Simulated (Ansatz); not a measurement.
Reaction (formal exchange of groups at the Si–Cl bond): `O[Si](O)(Cl)Cl` + `[Cl][GeH3]` → `O[Si](O)(Cl)[GeH2][Cl]` + HCl

Computed with Ansatz on PBE0-D4/def2-TZVP structures; ΔE is electronic, products minus reactants. CBS: MP2 limit from def2 TZ/QZ plus the TZ coupled-cluster correction, frozen cores. This one scheme is used for every species. Functionals use def2-TZVPP. B3LYP here is the variant with VWN-RPA as its local correlation; programs differ in this. For Ge outer-core shells are correlated without core-valence functions, which leaves a few kJ/mol of doubt a bond. Scalar relativity is left out up to krypton. Each species was taken in one conformer, which may not be the lowest.

(1) Is it downhill or uphill in electronic energy at CCSD(T)/CBS, and by how much? (Estimate.)

(2) What do these levels give: PBE-D4, PBE0-D4, ωB97X-V, ωB97M-V, B3LYP, SCS-MP2/def2-TZVPP, CCSD/def2-TZVPP, CCSD(T)/def2-TZVPP, SCS-MP2/def2-QZVPP, HF/CBS(def2), MP2/CBS(def2), CCSD/CBS(def2)? (Best estimate.)

Largest T1 diagnostic among the species: 0.011.

Results:

(1) Ansatz gave: Uphill: ΔE = +20.6 kcal/mol.

(2) Ansatz gave: PBE-D4 17.6, PBE0-D4 19.4, ωB97X-V 21.2, ωB97M-V 21.7, B3LYP 21.1, SCS-MP2/def2-TZVPP 22.1, CCSD/def2-TZVPP 21.0, CCSD(T)/def2-TZVPP 20.5, SCS-MP2/def2-QZVPP 22.4, HF/CBS(def2) 26.1, MP2/CBS(def2) 22.0, CCSD/CBS(def2) 21.1 kcal/mol.

In def2-TZVPP, CCSD(T) changes the Hartree–Fock value by −5.2 kcal/mol (the triples alone add −0.5 kcal/mol) and MP2 by −3.9 kcal/mol. The D4 term adds −1.7 kcal/mol with B3LYP and −1.1 kcal/mol with PBE0; it sums over pairs of atoms, weighted by their polarisabilities, and B3LYP, whose exchange is more repulsive, gets the larger term. From PBE to PBE0 (25 % exact exchange), in def2-TZVPP and without D4, ΔE moves by +1.7 kcal/mol.
